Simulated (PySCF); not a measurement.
A structure optimised at PBE0-D3(BJ)/def2-SVP, used in a PySCF frequency run:

```xyz
8

Zn     0.0096     0.0959    -0.3008
S     -1.0313    -0.1050    -2.2006
C     -2.3141    -1.3312    -1.7538
H     -1.8810    -2.2910    -1.4397
H     -2.9072    -1.5067    -2.6622
H     -2.9911    -0.9596    -0.9721
Se     1.1075     0.2983     1.6981
H      0.2201     1.4059     2.0934
```

Question: Write its SMILES and formula.

Answer: C[S][Zn][SeH], CH₄SSeZn

Question: What are its rotational constants (standard atomic weights)?

Answer: 12.115, 0.77224, 0.73395 GHz
